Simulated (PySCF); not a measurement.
Species: C₂H₇GeNO.
SMILES with atom numbers: `[CH3:1][C:2](=[O:3])[GeH2:4][NH2:5]` (hydrogens: H6, H7, H8 on C1; H9, H10 on Ge4; H11, H12 on N5)

Computed by this run: PBE0-D3(BJ)/def2-SVP geometry optimisation, gas phase in PySCF 2.14.0; density fitting, grid level 1; the optimiser is geomeTRIC in internal coordinates, started from a GFN2-xTB structure with every atom displaced at random (about 0.01 Å).

Step 0: E = -62218.2561 eV
```
atom  x, y, z in Å  |  force x, y, z in eV/Å
C1     -1.5889    0.2673    0.8923   -0.711   1.104  -0.735
C2     -0.9889   -0.6916   -0.0535    0.467  -0.988  -0.694
O3     -1.6285   -1.4216   -0.7829    0.398   0.457   0.411
Ge4     1.0610   -0.6967   -0.0880   -1.035  -0.126   0.256
N5      1.5155    1.0007   -0.5037    0.789   0.571   0.552
H6     -1.2995    0.0484    1.8994    0.387  -0.241   1.051
H7     -1.2109    1.2816    0.6592    0.092  -0.146   0.116
H8     -2.6810    0.2889    0.8134   -0.185  -0.150  -0.019
H9      1.6717   -0.9218    1.2829    0.118  -0.141   0.439
H10     1.5197   -1.7656   -1.0334    0.238  -0.606  -0.582
H11     1.1553    1.3711   -1.3574   -0.276   0.270  -0.778
H12     2.5134    1.2138   -0.4437   -0.283  -0.005  -0.017
```

Step 1: E = -62218.3566 eV
```
atom  x, y, z in Å  |  force x, y, z in eV/Å
C1     -1.6136    0.3060    0.8734    0.172  -0.040   0.144
C2     -0.9679   -0.7223   -0.0174   -0.106   0.120   0.141
O3     -1.6063   -1.5568   -0.6071    0.076  -0.114  -0.120
Ge4     1.0411   -0.6824   -0.1342    0.164  -0.056  -0.092
N5      1.5494    1.0670   -0.4881   -0.298  -0.240  -0.005
H6     -1.3545    0.0785    1.9269   -0.024   0.050  -0.164
H7     -1.2061    1.3033    0.6566    0.036   0.083   0.015
H8     -2.7026    0.2882    0.7532   -0.110  -0.020  -0.017
H9      1.6237   -1.0066    1.2652    0.006   0.027  -0.122
H10     1.4970   -1.7751   -1.1561   -0.084   0.263   0.151
H11     1.2331    1.4345   -1.3849    0.070  -0.094   0.068
H12     2.5455    1.2403   -0.4028    0.098   0.022   0.002
```

Step 2: E = -62218.3656 eV
```
atom  x, y, z in Å  |  force x, y, z in eV/Å
C1     -1.5985    0.3159    0.8684   -0.169  -0.110  -0.098
C2     -0.9714   -0.7298   -0.0157    0.296   0.045   0.015
O3     -1.5806   -1.5734   -0.6251   -0.173   0.107   0.098
Ge4     1.0346   -0.6895   -0.1264    0.032  -0.088   0.056
N5      1.5166    1.0546   -0.4711   -0.037   0.035   0.013
H6     -1.3401    0.0936    1.9181    0.005  -0.008  -0.025
H7     -1.1762    1.3090    0.6471    0.012  -0.035  -0.022
H8     -2.6913    0.3109    0.7502   -0.024   0.024   0.024
H9      1.6340   -1.0153    1.2575    0.041  -0.012  -0.007
H10     1.4945   -1.7443   -1.1579   -0.015   0.028  -0.024
H11     1.2038    1.4049   -1.3731    0.034  -0.011  -0.030
H12     2.5134    1.2380   -0.3874   -0.003   0.026   0.000
```

Q: Estimate the geometry and energy of step 3. (The exact step hangs on the optimiser's Hessian estimate; all steps are aligned on step 2, rigid shifts and turns removed.)

A: E = -62218.3704 eV, largest force 0.163 eV/Å
```
atom  x, y, z in Å  |  force x, y, z in eV/Å
C1     -1.6085    0.3173    0.8646   -0.004   0.087  -0.059
C2     -0.9594   -0.7265   -0.0026   -0.098   0.026   0.021
O3     -1.5932   -1.5581   -0.6037    0.048  -0.072  -0.053
Ge4     1.0476   -0.6960   -0.1232   -0.080  -0.060   0.128
N5      1.5161    1.0474   -0.4632    0.063   0.142   0.011
H6     -1.3582    0.1047    1.9156    0.015   0.001   0.081
H7     -1.1888    1.3116    0.6405   -0.018  -0.025   0.011
H8     -2.7021    0.3043    0.7364    0.078  -0.012  -0.007
H9      1.6726   -1.0303    1.2442    0.027  -0.029   0.032
H10     1.4958   -1.7256   -1.1716    0.012  -0.096  -0.111
H11     1.2038    1.3881   -1.3680    0.005   0.027  -0.068
H12     2.5132    1.2377   -0.3846   -0.048   0.009   0.013
```

The energy changes by -0.0048 eV. The first-order estimate −F·Δx gives -0.0150 eV and the mean of the old and new forces, exact on a quadratic surface, -0.0048 eV. The step makes an angle of 64° with the force vector and moves no atom by more than 0.044 Å.

What follows is the cost of the whole optimisation. Time: 3.1 min wall; peak memory 0.49 GiB. Hardware: Arm Neoverse N1, one thread, on a shared host.
